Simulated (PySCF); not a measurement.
Species: C4H13OPSi2.
Numbering: `[CH3:1][C:2](=[O:3])[CH2:4][P:5]([SiH3:6])[CH2:7][SiH3:8]` (hydrogens: H9, H10, H11 on C1; H12, H13 on C4; H14, H15, H16 on Si6; H17, H18 on C7; H19, H20, H21 on Si8)

The same species was optimised twice, with GFN2-xTB and with PBE0-D3(BJ)/def2-SVP (PySCF), and the same property calculations (PySCF, gas phase) were run on both structures.

```tsv
coordinate	GFN2-xTB	PBE0-D3(BJ)/def2-SVP	change
C2–C4 (Å)	1.492	1.511	+0.019
P5–Si6 (Å)	2.257	2.274	+0.017
C7–Si8 (Å)	1.904	1.890	-0.014
C4–P5 (Å)	1.889	1.875	-0.014
P5–C7 (Å)	1.857	1.868	+0.011
C2=O3 (Å)	1.211	1.211	0.000
C1–C2 (Å)	1.502	1.502	0.000
C2–C4–P5 (°)	106.5	111.5	+5.0
Si6–P5–C7 (°)	100.6	98.5	-2.1
C4–P5–Si6 (°)	96.4	98.5	+2.1
C4–P5–C7 (°)	97.4	99.4	+2.0
C1–C2–C4 (°)	116.3	117.5	+1.2
C1–C2–O3 (°)	122.5	121.9	-0.6
O3–C2–C4 (°)	121.2	120.6	-0.6
P5–C7–Si8 (°)	112.0	112.1	+0.1
C1–C2–C4–P5 (°)	118	147	+29
C2–C4–P5–Si6 (°)	59	61	+2
C4–P5–C7–Si8 (°)	174	170	-4
```

Rotational constants: A = 2249, B = 623.9, C = 523.2 MHz (GFN2-xTB) against A = 2228, B = 597.9, C = 500.6 MHz (PBE0-D3(BJ)/def2-SVP). Point groups within 0.08 Å: C1 and C1.

On the GFN2-xTB structure: HOMO (eV) -6.75 [PBE0/pcSseg-1]; LUMO (eV) -1.04 [PBE0/pcSseg-1]; dipole (D) 3.29 [PBE0/pcSseg-1]; GIAO shielding of C1 (ppm) 152.3 [PBE0/pcSseg-1]; GIAO shielding of C2 (ppm) -28.4 [PBE0/pcSseg-1]; GIAO shielding of O3 (ppm) -310.1 [PBE0/pcSseg-1]; GIAO shielding of C4 (ppm) 138.9 [PBE0/pcSseg-1]; GIAO shielding of P5 (ppm) 423.7 [PBE0/pcSseg-1]; GIAO shielding of Si6 (ppm) 420.7 [PBE0/pcSseg-1]; GIAO shielding of C7 (ppm) 181.3 [PBE0/pcSseg-1]; GIAO shielding of Si8 (ppm) 424.4 [PBE0/pcSseg-1].

Question: What do these properties become on the PBE0-D3(BJ)/def2-SVP structure?

Answer: 
```tsv
property	level	on GFN2-xTB	on PBE0-D3(BJ)/def2-SVP	change
HOMO (eV)	PBE0/pcSseg-1	-6.75	-6.74	+0.01
LUMO (eV)	PBE0/pcSseg-1	-1.04	-0.87	+0.17
dipole (D)	PBE0/pcSseg-1	3.29	3.88	+0.59
energy, GFN2-xTB geometry as zero (kcal/mol)	PBE0/pcSseg-1	0.0	-3.7	-3.7
GIAO shielding of C1 (ppm)	PBE0/pcSseg-1	152.3	151.6	-0.7
GIAO shielding of C2 (ppm)	PBE0/pcSseg-1	-28.4	-27.4	+1.0
GIAO shielding of O3 (ppm)	PBE0/pcSseg-1	-310.1	-334.2	-24.1
GIAO shielding of C4 (ppm)	PBE0/pcSseg-1	138.9	137.3	-1.6
GIAO shielding of P5 (ppm)	PBE0/pcSseg-1	423.7	452.4	+28.7
GIAO shielding of Si6 (ppm)	PBE0/pcSseg-1	420.7	406.8	-13.9
GIAO shielding of C7 (ppm)	PBE0/pcSseg-1	181.3	183.0	+1.7
GIAO shielding of Si8 (ppm)	PBE0/pcSseg-1	424.4	420.9	-3.5
```

The heavy atoms differ by 0.259 Å rms after alignment. Among bonds between heavy atoms C2–C4 changes most (+0.019 Å). Changes are differences of the printed values. Neither structure is proved a minimum here.

Shape of the structure used: `[CH3:1][C:2](=[O:3])[CH2:4][P:5]([SiH3:6])[CH2:7][SiH3:8]`: C1–C2–C4–P5 147°, C2–C4–P5–Si6 61°, C4–P5–C7–Si8 170°.
